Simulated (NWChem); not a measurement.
System: GeSiH4F2; SMILES F[SiH](F)[GeH3]

Program: NWChem. Coordinates come from a PBE-D3(BJ)/def2-SVP optimisation. Total energies compare along this basis series because the functional is fixed.

```csv
level,basis functions,energy (Ha),highest occupied level (eV),orbital gap (eV),dipole (D)
PBE/pcseg-1,93,-2567.7622,-7.46,6.31,1.88
PBE/aug-pcseg-1,145,-2567.7765,-7.47,6.15,1.80
PBE/pcseg-2,193,-2568.2029,-7.43,6.15,1.82
PBE/STO-3G,41,-2537.6774,-2.09,6.58,0.48
PBE/def2-SVP,98,-2567.5197,-7.25,6.32,1.56
```
